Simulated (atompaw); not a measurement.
## An all-electron radial function and its pseudo partner (La (Z = 57))

Columns: radius, all-electron u(r) and pseudo u(r) of the 5s shell (level -38.95 eV) of lanthanum in the configuration [Kr] 4d10 4f0 5s2 5p6 5d1 6s2 6p0; PBEsol, scalar-relativistic, PAW (atompaw) scheme, atompaw 4.2.0.5.

| r (bohr) | all-electron | pseudo |
| --- | --- | --- |
| 0.115 | -0.0493 | 0.1328 |
| 0.231 | 0.3332 | 0.2636 |
| 0.346 | -0.1039 | 0.3871 |
| 0.462 | -0.4738 | 0.5025 |
| 0.577 | -0.4783 | 0.6053 |
| 0.692 | -0.2327 | 0.6945 |
| 0.808 | 0.1031 | 0.7689 |
| 0.923 | 0.4162 | 0.8259 |
| 1.038 | 0.6613 | 0.8658 |
| 1.154 | 0.8280 | 0.8884 |
| 1.269 | 0.9204 | 0.8939 |
| 1.385 | 0.9537 | 0.8834 |
| 1.500 | 0.9422 | 0.8585 |
| 1.615 | 0.9001 | 0.8210 |
| 1.731 | 0.8379 | 0.7728 |
| 1.846 | 0.7653 | 0.7171 |
| 1.962 | 0.6878 | 0.6554 |
| 2.077 | 0.6111 | 0.5914 |
| 2.192 | 0.5376 | 0.5269 |
| 2.308 | 0.4685 | 0.4635 |
| 2.423 | 0.4060 | 0.4041 |
| 2.538 | 0.3498 | 0.3493 |
| 2.654 | 0.2996 | 0.2995 |
| 2.769 | 0.2558 | 0.2558 |
| 2.885 | 0.2175 | 0.2175 |
| 3.000 | 0.1846 | 0.1846 |

**Question.** How many radial nodes do the two functions have?

**Answer.** The all-electron 5s function has n − l − 1 = 4 (the table is too coarse to show those close to the nucleus); the pseudo-wave has 0, since the states of the same l below it are removed with the core.

**Question.** Is the pseudo-wave norm-conserving?

**Answer.** No, it belongs to a PAW set: the norm inside the radius is not constrained, and the difference is carried by the augmentation charge.
